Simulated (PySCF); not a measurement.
## Potential energy of MgTe along the bond

Set-up: basis Mg x2c-SVPall, Te x2c-SVPall; spin-free X2C with a Gaussian nucleus; PySCF 2.14. Energies in eV from Mg + Te in their ground configurations at the same level. State: ¹Σ⁺ (singlet), closed shell.

Curves on a restricted Hartree–Fock reference rise too fast on stretching and do not dissociate correctly.

```json
{"R (Å)": "2.124", "RHF-CCSD": "", "RHF": "0.8997", "ωB97X": "-0.512"}
{"R (Å)": "2.223", "RHF-CCSD": "-0.4311", "RHF": "0.3740", "ωB97X": "-0.998"}
{"R (Å)": "2.322", "RHF-CCSD": "-0.7546", "RHF": "0.0830", "ωB97X": "-1.257"}
{"R (Å)": "2.396", "RHF-CCSD": "-0.8827", "RHF": "-0.0219", "ωB97X": "-1.343"}
{"R (Å)": "2.470", "RHF-CCSD": "-0.9371", "RHF": "-0.0548", "ωB97X": "-1.360"}
{"R (Å)": "2.544", "RHF-CCSD": "-0.9355", "RHF": "-0.0340", "ωB97X": "-1.324"}
{"R (Å)": "2.643", "RHF-CCSD": "-0.8700", "RHF": "0.0518", "ωB97X": "-1.219"}
{"R (Å)": "2.766", "RHF-CCSD": "-0.7205", "RHF": "0.2149", "ωB97X": "-1.032"}
{"R (Å)": "2.915", "RHF-CCSD": "-0.4856", "RHF": "0.4449", "ωB97X": "-0.770"}
{"R (Å)": "3.112", "RHF-CCSD": "", "RHF": "0.7500", "ωB97X": "-0.415"}
```

Put a parabola through the three lowest points of the RHF-CCSD curve and estimate Re, k and ωe (reduced mass 20.25 u; 1 eV/Å² = 0.16022 mdyn/Å; ωe = 1302.8·√(k/μ) cm⁻¹).

Through R = 2.396, 2.47, 2.544 Å the second-order coefficient is 5.11 eV/Å², so Re ≈ 2.505 Å, k ≈ 1.64 mdyn/Å and ωe ≈ 371 cm⁻¹. A polynomial fit of higher order to the unrounded RHF-CCSD energies gives Re = 2.504 Å, k = 1.43 mdyn/Å, ωe = 346 cm⁻¹; anharmonicity and rounding make the difference.

The higher-order fit for each curve: RHF-CCSD: Re = 2.504 Å, ωe = 346 cm⁻¹, De = 0.94 eV; RHF: Re = 2.475 Å, ωe = 358 cm⁻¹, De = 0.055 eV; ωB97X: Re = 2.453 Å, ωe = 368 cm⁻¹, De = 1.36 eV.

Correlated steps freeze 19 core orbitals. Correlated levels converge slowly with the basis: in double zeta they bind strong bonds too weakly, by up to about 1 eV, and carry superposition errors of some tenths. Spin–orbit coupling is left out, which matters for elements this heavy, above all for dissociation energies. Where the molecule has an RHF reference, its open-shell atoms are computed with UHF.
